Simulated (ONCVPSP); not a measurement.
**Before and after: ONCV potential for potassium (K)**

ONCVPSP 4.0.1 input, shortened (lines: element, Z, core and valence counts, functional; n l f; lmax; l rc ep ncon nbas qcut; lloc lpopt rc5 dvloc0; l nproj debl; icmod fcfact rcfact), PBEsol, non-relativistic:

```
  K 19.00    3    3  -116133      upf
    1    0    2.00
    2    0    2.00
    2    1    6.00
    3    0    2.00
    3    1    6.00
    4    0    1.00
    2
    0    2.40    0.00    4    7    5.60
    1    1.55    0.00    3    6   10.70
    2    2.35    0.36    4    7    4.10
    4    5    1.10    1.00
    0    2    1.20
    1    2    1.00
    2    1    3.70
    0    0.00    0.00
```

Change: p: rc 1.28.

Cutoffs: the cutoffs (Ha) at which the residual kinetic energy of the hardest occupied pseudo-wave falls to 1 and 0.1 mHa per electron; they do not see the model core or the augmentation charge, which bear on the density cutoff. Errors are all-electron minus pseudo energies relative to the spin-unpolarised reference configuration.

How do hardness, ghosts and transferability respond?

The potential gets harder (22 Ha and 31 Ha → 27 Ha and 37 Ha); the errors of the 4 common tests hardly move; neither file shows a bound ghost. A smaller radius makes the pseudo-wave follow the all-electron one further in, where it bends more sharply, so more plane waves are needed.

| quantity | base | changed |
| --- | --- | --- |
| cutoff, loose | 22 Ha | 27 Ha |
| cutoff, tight | 31 Ha | 37 Ha |
| loose cutoff by channel | s 4.5 Ha, p 22 Ha | s 4.5 Ha, p 27 Ha |
| bound ghosts | none | none |
| GHOST(+) flags under 300 eV | none | none |
| error for 3s2 3p6 4s0, meV [ΔE 4.20 eV] | -0.1 | -0.1 |
| error for 3s2 3p6 4s0.5, meV [ΔE 1.61 eV] | 0.0 | 0.0 |
| error for 3s2 3p6 4s0 4p1, meV [ΔE 1.50 eV] | -0.1 | -0.1 |
| error for 3s2 3p5 4s1, meV [ΔE 24.93 eV] | +19 | +20 |
| s: phases at 2.44 bohr within 0.05 rad from the reference energy up to (Ha; the scan ends near 5) | 3.2 | 3.2 |
| d: phases at 2.38 bohr within 0.05 rad from the reference energy up to (Ha; the scan ends near 5) | 0.9 | 0.9 |
